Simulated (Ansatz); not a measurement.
A made-up structure of C2H2In, doublet:

```
atom    x (Å)    y (Å)    z (Å)
  C1  -1.5469  -0.2113  -0.1808
  C2  -0.3696   0.0733  -0.1273
 In3   1.6337   0.7570  -0.1749
  H4   1.3491   2.1843   0.7604
  H5   2.8615  -0.1392   0.6976
```

It is relaxed with PBE-D4/def2-SVP and then PBE0-D4/def2-TZVP (Ansatz 0.2.0). Atoms count as bonded within 1.22 times the sum of their covalent radii (H–H: 0.88 Å). The end point is not checked to be a true minimum.

Problem. Does its bonding change? (Judge from chemistry; the calculation decides.)

Solution. The calculation gives: No: no bond forms or breaks.

Where it ends: The first stage lowers the energy by 1.02 eV in 13 steps. It ends as C₂H₂In ([C][C][InH2]):
```
5
angstrom
C -1.5005 -0.4171 -0.3450
C -0.4006 0.0413 -0.0850
In 1.4992 0.8293 0.3635
H 1.5525 2.5160 0.6373
H 2.7773 -0.3053 0.4041
```

Labels in which every atom is bracketed show which atoms are joined, not bond orders.

For scale, one of the runs: PBE0-D4/def2-TZVP relaxation, 124 basis functions, launched by `ansatz run in.yaml --threads 2 --pin off --events-out ev --progress --plain --max-ram 4352MiB`. Hardware: 2 CPU threads of an Arm Neoverse V2, shared host. Wall time about 71 s.
